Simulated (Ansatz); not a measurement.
Input for Ansatz (a first-principles code): R-B3LYP/def2-TZVPP on BH3O2 (SMILES OBO), atoms moved off the minimum.

Ansatz 0.2 input:
```yaml
crystal:
  periodic: [false, false, false]
  atoms:
    - {symbol: B, position_ang: [-0.30390667, -0.47609292, -0.32836177]}
    - {symbol: H, position_ang: [-1.39022510, -0.96046555, -0.65265420]}
    - {symbol: O, position_ang: [-0.39404317, 0.95027248, -0.50463382]}
    - {symbol: H, position_ang: [0.24138467, 1.52144409, -0.21963718]}
    - {symbol: O, position_ang: [0.43656140, -0.73973916, 0.75703355]}
    - {symbol: H, position_ang: [0.44385725, -1.87290886, 0.95501774]}
basis:
  gaussian:
    orbitals: def2-TZVPP
hamiltonian:
  xc: {name: B3LYP}
scf: {lower_state_search: off}
output: {forces: true}
```

The head of its log:

```
WARN ansatz: RAYON_NUM_THREADS=1 ignored (pool sized by the plan → 1); use --threads N
Functional definition: B3LYP
these checks for a lower state are left out or cut short: stability, starts, cluster_reference, orbital_swaps, neighbouring_geometries, increment
integrals: 0.03 GiB planned
648 factors; their error is unknown
mean field: 0.38 GiB planned
mean field evaluation 1: about -4814.1858 eV, gradient 7.3e1 eV
mean field evaluation 2: about -4789.8551 eV, gradient 1.3e2 eV
```

Problem. Predict the final total energy.

Solution. -177.2361 hartree.
